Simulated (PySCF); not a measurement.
TDDFT excited states: C8H5BF2

Compound: C8H5BF2.
Cartesian coordinates in Å at the PBE0-D3(BJ)/def2-SVP level; atoms count from 1:
```xyz
16
C8H5BF2 angstrom
C     -3.8178    0.2275    0.9522
C     -2.6392    0.1561    0.6738
C     -1.2532    0.0753    0.3408
C     -0.5973    1.1758   -0.2393
C      0.7473    1.0889   -0.5704
C      1.4737   -0.0891   -0.3357
B      2.9697   -0.1801   -0.7155
F      3.6007    0.8355   -1.2778
F      3.6739   -1.2758   -0.4949
C      0.8136   -1.1809    0.2497
C     -0.5310   -1.1065    0.5851
H     -4.8621    0.2901    1.1966
H     -1.1588    2.0929   -0.4259
H      1.2493    1.9475   -1.0235
H      1.3675   -2.1035    0.4407
H     -1.0409   -1.9590    1.0371
```

Method: TDDFT wB97X-D/def2-SVPD, vertical, gas phase, core orbitals frozen in the response in PySCF.

| state | E (eV) | λ (nm) | ν̃ (cm⁻¹) | f | symmetry | main configurations (H = HOMO, L = LUMO) |
| --- | --- | --- | --- | --- | --- | --- |
| S1 | 4.91 | 252.3 | 39640 | 0.019 | B1 or B2 | H-1→L (72%), H→L+1 (25%) |
| S2 | 4.99 | 248.3 | 40280 | 0.468 | A1 | H→L (91%) |
| S3 | 5.35 | 231.8 | 43150 | 0.0000 | – | H-2→L (86%), H-2→L+4 (12%) |
| S4 | 6.34 | 195.4 | 51170 | 0.238 | B1 or B2 | H→L+1 (72%), H-1→L (25%) |
| S5 | 6.44 | 192.6 | 51920 | 0.0007 | – | H→L+5 (81%), H-3→L+5 (14%) |
| S6 | 6.53 | 189.8 | 52700 | 0.038 | A1 | H-3→L (41%), H-1→L+1 (33%), H-2→L+5 (12%) |

The lowest singlet comes at 252 nm (474 kJ/mol) in the ultraviolet; it is weak; its leading configuration is HOMO-1→LUMO (72%). The most intense listed level is S2 at 4.99 eV (248 nm, f = 0.468), 0.08 eV above S1. Löwdin shares by element: HOMO carbon 68% or more (atoms not listed hold the other 32%); LUMO carbon 40% or more, boron 10% (atoms not listed hold the other 50%). The listed states span 1.62 eV, and the widest gap between neighbours is 0.99 eV (S3 to S4). The oscillator strengths of these states sum to 0.763; summed over the whole spectrum of an exact calculation they would give the number of electrons, 76 (Thomas–Reiche–Kuhn). Orbital energies (eV): HOMO-3 -11.31, HOMO-2 -10.27, HOMO-1 -9.69, HOMO -9.03, LUMO -0.39, LUMO+1 0.97, LUMO+2 1.82. Symmetry labels in C2v follow from the direction of the transition dipole and are given only for states with f of 0.002 or more; B1 and B2 swap with the choice of axes. Only the lowest 6 singlets were computed, as vertical energies without vibronic structure.
